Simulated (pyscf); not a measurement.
# H₂N–Si(NH₂)(NH₂)–OH, singlet

Gas-phase minimum from PySCF at ωB97X-D3(BJ)/def2-SVP, one conformer. 

```xyz
12

N      1.3310    -0.0860     0.4340
Si    -0.2738     0.5005     0.2427
N     -0.6621     2.1931     0.2334
N     -0.7804    -0.0250    -1.3158
O     -1.0153    -0.1027     1.6173
H      2.0511     0.0828    -0.2570
H      1.7084    -0.2626     1.3570
H     -0.4291     2.7413    -0.5883
H     -0.5124     2.7391     1.0759
H     -1.6435     0.3136    -1.7251
H     -0.5607    -0.9666    -1.6203
H     -1.8723     0.2969     1.7951
```
Charge 0, spin multiplicity 1.

Bond lengths (Å): N1–Si2 1.719, N1–H6 1.012, N1–H7 1.013, Si2–N3 1.737, Si2–N4 1.721, Si2–O5 1.674, N3–H8 1.015, N3–H9 1.015, N4–H10 1.013, N4–H11 1.014, O5–H12 0.962. Angles (°): Si2–N1–H6 122.1, Si2–N1–H7 120.6, H6–N1–H7 112.7, N1–Si2–N3 122.8, N1–Si2–N4 105.7, N1–Si2–O5 101.5, N3–Si2–N4 103.1, N3–Si2–O5 104.9, N4–Si2–O5 120.2, Si2–N3–H8 118.7, Si2–N3–H9 119.1, H8–N3–H9 110.3, Si2–N4–H10 121.0, Si2–N4–H11 119.5 (the first ones only).

Properties at ωB97X-D3(BJ)/def2-SVP:

Harmonic wavenumbers, unscaled: 186, 222, 232, 253, 283, 304, 338, 345, 392, 421, 433, 475, 744, 759, 810, 829, 847, 875, 966, 976, 1538, 1545, 1557, 3613, 3629, 3643, 3707, 3729, 3746, 3939 cm⁻¹
Zero-point energy: 59.1 kcal/mol
Rotational symmetry number: 1
Entropy of this conformer at 298 K and 1 atm, rigid rotor and harmonic oscillator, modes under 100 cm⁻¹ raised to 100: 350.7 J/(mol K)
Dipole moment: 1.55 D

Single-point totals, which compare only within one level:

```csv
level,total energy (hartree)
ωB97X-D3(BJ)/def2-TZVP,-533.56282
PBE/def2-TZVP,-533.03130
r²SCAN/def2-TZVP,-533.31466
B3LYP-D3(BJ)/def2-TZVP,-533.50748
PBE0-D3(BJ)/def2-TZVP,-533.08002
M06-2X/def2-TZVP,-533.35465
ωB97M-D3(BJ)/def2-TZVP,-533.57466
```

Soft torsions are taken as harmonic, which can shift the entropy by several J/(mol K).
